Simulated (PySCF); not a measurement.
# Spinor energies of La²³⁺ (lanthanum, charge +23)

Start: [Ar] 3d10 4s2 4p4; 4p1/2 filled at m_j = -1/2, +1/2; 4p3/2 filled at m_j = +1/2, +3/2. Calculated with PySCF 2.14 in an even-tempered Gaussian basis (17 s from 1.7 bohr⁻², ratio 2.8; 13 p from 2.2 bohr⁻², ratio 2.8; 9 d from 3.8 bohr⁻², ratio 2.8; 4 f from 12 bohr⁻², ratio 3): generalised Hartree-Fock with the X2C-1e Hamiltonian and a Gaussian nucleus; spin-orbit coupling (SO) screened by Boettger's factors.

```csv
spinor shell,electrons,"ε, screened SO (eV)",weight of nominal j (screened SO),"rms radius, screened SO (bohr)"
1s1/2,2,-39804.1,1.000,0.0286
2s1/2,2,-7013.4,1.000,0.116
2p1/2,2,-6642.4,1.000,0.0999
3s1/2,2,-2043.9,1.000,0.300
3p1/2,2,-1887.4,1.000,0.292
3p3/2,4,-1800.3,1.000,0.304
3d3/2,4,-1530.9,0.999,0.275
3d5/2,6,-1512.3,0.999,0.278
4s1/2,2,-852.89,1.000,0.645
4p1/2,2,-789.75,0.987,0.658
4p3/2,2,-768.29,0.991,0.680
```

Where does 2p3/2 lie, and what is the 2p spin-orbit splitting (screened SO)?

At -6223.9 eV, 418.52 eV above 2p1/2.

| quantity | screened SO |
| --- | --- |
| E (hartree) | -8253.13610 |
| M_J | 2 |
| ⟨J²⟩ | 6.007 |
| ⟨L²⟩ | 3.043 |
| ⟨S²⟩ | 1.512 |

Each row is a mean over spinors that exchange with the open shell spreads, by up to 13.131 eV (4s1/2).

Breit and QED terms are absent; they matter most for the inner s and p1/2 levels.

Densities and radii are taken from the X2C orbitals without a picture-change correction, which distorts them close to the nucleus.
